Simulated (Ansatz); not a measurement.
C4H3F3, SMILES `FC1C=CC1(F)F`, one more setting.

```yaml
crystal:
  periodic: [false, false, false]
  atoms:
    - {symbol: F, position_ang: [-0.319333, -2.070709, -0.284069]}
    - {symbol: C, position_ang: [-0.498336, -0.746362, 0.281964]}
    - {symbol: C, position_ang: [0.753308, -0.162157, 0.964511]}
    - {symbol: C, position_ang: [0.875293, 0.879133, 0.032298]}
    - {symbol: C, position_ang: [-0.393726, 0.351391, -0.770137]}
    - {symbol: F, position_ang: [-1.346492, 1.269344, -0.829763]}
    - {symbol: F, position_ang: [-0.106038, 0.031032, -2.011523]}
    - {symbol: H, position_ang: [-1.397558, -0.747579, 0.852836]}
    - {symbol: H, position_ang: [1.256991, -0.526682, 1.776430]}
    - {symbol: H, position_ang: [1.487908, 1.696534, 0.061927]}
basis:
  gaussian: {orbitals: LANL2DZ}
magnetization: {spin_polarized: true, initial_magnetization: 2}
hamiltonian: {xc: {name: HF}}
correlation: {method: rpa, electrons: outside_noble_gas}
```

```sh
$ ansatz run in.yaml --threads 4 --pin off --events-out ev --progress --plain --max-ram 10444MiB
```

Output, abridged:

```
Error: <dir> can't be read: No such file or directory (os error 2)
```
